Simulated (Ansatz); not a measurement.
Bond stretch in Be2, singlet.

Calculation: full CI/cc-pVTZ, frozen core (Ansatz, a program for electronic structure).

The batch members p0 to p3 hold the bond at 1.87, 2.04, 2.15, 2.26 Å.

Ansatz input:

Ansatz 0.2 input:
```yaml
# input.yaml
basis:
  gaussian: { orbitals: cc-pvtz }
correlation:
  method: fci
  electrons: outside_noble_gas
scf:
  omitted_lower_state_checks: [cluster_reference, increment]
batch:
  members: [p0.yaml, p1.yaml, p2.yaml, p3.yaml]

# p2.yaml, one of the 4 members of this batch
crystal:
  periodic: [false, false, false]
  atoms:
    - { symbol: Be, position_ang: [0.0, 0.0, 0.0] }
    - { symbol: Be, position_ang: [0.0, 0.0, 2.15] }
total_charge: 0
magnetization:
  spin_polarized: false
```

Lines of the output on each member:

```
Member 1: Total energy: -795.39546089 eV, -29.2302440493 hartree
Member 1: Checks for a lower state left out: cluster_reference, increment
Member 0: Total energy: -794.97771272 eV, -29.2148920873 hartree
Member 0: Checks for a lower state left out: cluster_reference, increment
Member 2: Total energy: -795.53453223 eV, -29.2353548268 hartree
Member 2: Checks for a lower state left out: cluster_reference, increment
Member 3: Total energy: -795.60976048 eV, -29.2381194139 hartree
Member 3: Checks for a lower state left out: cluster_reference, increment
```

Also computed but left out beside FCI, since their determinant holds another spin at the minimum (<S²> over 0.7 above the pure value): UHF, UCCSDT, UCCSDT(Q).
